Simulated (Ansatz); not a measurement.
BrH3SiTe, SMILES [SiH3][Te]Br.

Geometry: PBE-D3(BJ)/def2-SVP. This is a generated structure with no PubChem entry under its InChIKey; it may be hypothetical. The def2 effective core potentials stand for the cores of Te; spin–orbit coupling is left out.

Two levels are set side by side: PBE/def2-SVPD (Ansatz, a quantum-chemistry and plane-wave program) and CAM-B3LYP/def2-SVPD (Ansatz). Energy differences of separate SCF runs at the same geometry; the states with an electron removed or added have multiplicity 2 and 2. Differences are taken from unrounded values.

| quantity | CAM-B3LYP |
|---|---|
| vertical ionisation energy (eV) | 8.63 |
| vertical electron affinity (eV) | 1.33 |
| vertical singlet–triplet gap (eV) | 1.67 |

Q: What does PBE give, and how far is it from CAM-B3LYP? (Estimate from the structure and the level; the computed values follow.)

A: 
| quantity | PBE | PBE minus CAM-B3LYP |
|---|---|---|
| vertical ionisation energy (eV) | 8.34 | -0.29 |
| vertical electron affinity (eV) | 1.31 | -0.02 |
| vertical singlet–triplet gap (eV) | 1.52 | -0.15 |
